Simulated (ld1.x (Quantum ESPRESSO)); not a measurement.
Building the TM semilocal potential for Ti (PBE, scalar-relativistic).

```json
{"Element": "Ti", "Generator": "ld1.x (Quantum ESPRESSO) 7.5", "Type": "norm-conserving Troullier–Martins (semilocal form)", "Functional": "PBE", "Relativity": "scalar-relativistic", "Frozen core": "[Ne]", "Valence charge": "12", "Reference configuration": "3s2 3p6 3d2 4s2 4p0", "Partial waves": "3s (bound): rc 1.35 bohr; 3d (bound): rc 2.10 bohr; 3p (bound): rc 1.45 bohr", "Local potential": "the p channel", "Core correction": "none"}
```

Occupied shells without a wave of their own: 4s. They enter only through the test configuration that unscreens the potential.

All-electron outer shells of the reference configuration (PBE, scalar-relativistic, ld1.x):

| shell | level (eV) | outermost node (bohr) | outermost maximum (bohr) |
| --- | --- | --- | --- |
| 2s | -536.94 | 0.09 | 0.27 |
| 2p | -444.26 | – | 0.22 |
| 3s | -62.63 | 0.40 | 0.87 |
| 3p | -38.86 | 0.37 | 0.90 |
| 4s | -4.47 | 1.24 | 2.92 |
| 3d | -4.26 | – | 0.98 |
| 4p | -1.47 | 1.39 | 3.80 |

Calculated quality:

| Property | Result |
| --- | --- |
| Cutoffs needed | 70 Ry and 100 Ry (the cutoffs (Ry, on a coarse ladder) from which the occupation-weighted sum of valence levels, in a spherical-Bessel basis at the reference potential, stays within 10 and 1 mRy of its value at 400 Ry) |
| Ghost test | no extra level below or beside the all-electron valence levels (s, d, p tested); the semilocal form is local in each channel, so this says nothing of the separable form that plane-wave codes build from it (spherical-Bessel basis up to 400 Ry, 20 bohr box) |
| Largest excitation error | -1272 meV (all-electron minus pseudo) for 3s2 3p6 3d1 4s0 4p0, out of 7 test configurations |

Generation and tests took about 1.8 s on one core of a shared server CPU.
